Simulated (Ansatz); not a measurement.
Cost and result for the atomization energy of CH4AlNSn, SMILES `[AlH2][C]1=[N][SnH2]1` (8 atoms, 8 bonds).

Charge 0, multiplicity 1. Correlated methods include outer-core shells of Sn, which these sets cover unevenly. Sn: def2 effective core potential. Geometry: relaxed with PBE0-D4/def2-TZVP. Program: Ansatz. All runs use 2 threads of an Arm Neoverse V1 on a shared host. Times are those of one run each, without the atoms' runs, and a repeat can differ threefold. Electronic energies, without spin–orbit coupling; frozen cores. CCSD(T)/CBS adds CCSD(T) − MP2 in def2-TZVPP to the MP2 limit, and its time is that of the two runs behind it. T1 = 0.016. With those shells the extrapolation isn't a true limit. B3LYP takes the VWN-RPA correlation (the form of Gaussian; ORCA's B3LYP/G). HSE06 is the plane-wave form, built on full-range PBE exchange.

CCSD(T)/CBS is a level of theory with its own doubt, some kJ/mol a heavy atom from the limit and from the frozen cores, so smaller differences don't rank the functionals.

```json
{"level": "LDA (SPW92)/def2-TZVPP", "functions": "210", "wall time": "1.9 s", "atomization (kJ/mol)": "2827.7", "difference from CCSD(T)/CBS": "326.3", "per bond": "40.8"}
{"level": "revPBE-D4/def2-TZVPP", "functions": "210", "wall time": "3 s", "atomization (kJ/mol)": "2469.7", "difference from CCSD(T)/CBS": "-31.7", "per bond": "-4.0"}
{"level": "PBE-D4/def2-TZVPP (with forces)", "functions": "210", "wall time": "3.7 s", "atomization (kJ/mol)": "2528.3", "difference from CCSD(T)/CBS": "26.9", "per bond": "3.4"}
{"level": "BHLYP-D4/def2-TZVPP", "functions": "210", "wall time": "4.5 s", "atomization (kJ/mol)": "2404.4", "difference from CCSD(T)/CBS": "-97.0", "per bond": "-12.1"}
{"level": "HSE06-D4/def2-TZVPP", "functions": "210", "wall time": "4.8 s", "atomization (kJ/mol)": "2461.2", "difference from CCSD(T)/CBS": "-40.2", "per bond": "-5.0"}
{"level": "CCSD(T)/def2-SVP", "functions": "92", "wall time": "5.5 s", "atomization (kJ/mol)": "2319.6", "difference from CCSD(T)/CBS": "-181.8", "per bond": "-22.7"}
{"level": "B3LYP-D4/def2-TZVPP (with forces)", "functions": "210", "wall time": "7 s", "atomization (kJ/mol)": "2495.4", "difference from CCSD(T)/CBS": "-6.0", "per bond": "-0.8"}
{"level": "PBE-QIDH/def2-TZVPP", "functions": "210", "wall time": "9 s", "atomization (kJ/mol)": "2436.0", "difference from CCSD(T)/CBS": "-65.4", "per bond": "-8.2"}
{"level": "B97M-V/def2-TZVPP", "functions": "210", "wall time": "12 s", "atomization (kJ/mol)": "2545.5", "difference from CCSD(T)/CBS": "44.1", "per bond": "5.5"}
{"level": "ωB97M-V/def2-TZVPP (with forces)", "functions": "210", "wall time": "18 s", "atomization (kJ/mol)": "2495.3", "difference from CCSD(T)/CBS": "-6.1", "per bond": "-0.8"}
{"level": "MP2/def2-QZVPP", "functions": "386", "wall time": "25 s", "atomization (kJ/mol)": "2491.2", "difference from CCSD(T)/CBS": "-10.2", "per bond": "-1.3"}
{"level": "CCSD(T)/def2-TZVPP", "functions": "210", "wall time": "2.2 min", "atomization (kJ/mol)": "2419.5", "difference from CCSD(T)/CBS": "-81.9", "per bond": "-10.2"}
{"level": "CCSD(T)/CBS(def2)", "functions": "–", "wall time": "2.6 min", "atomization (kJ/mol)": "2501.4", "difference from CCSD(T)/CBS": "0.0", "per bond": "0.0"}
```

In def2-TZVPP, CCSD(T) changes the Hartree–Fock value by +729.9 kJ/mol (the triples alone add +53.2 kJ/mol) and MP2 by +752.3 kJ/mol; breaking electron pairs costs correlation energy, which Hartree–Fock lacks. Leaving LDA and LC-ωPBE aside and taking each functional with its dispersion term where it has one, the values spread over 141.2 kJ/mol, from BHLYP-D4 to B97M-V. LDA lies +319.8 kJ/mol from PBE without D4, its usual overbinding. The D4 term adds +33.4 kJ/mol with B3LYP and +17.2 kJ/mol with PBE0; it sums over pairs of atoms, weighted by their polarisabilities, and B3LYP, whose exchange is more repulsive, gets the larger term.

Spin–orbit coupling would lower the free Sn atoms strongly, and the atomization energy with them, by more than many differences here. For some Ge, Se and Sn compounds the MP2-based and the directly extrapolated limit differ by 10 to 25 kJ/mol.
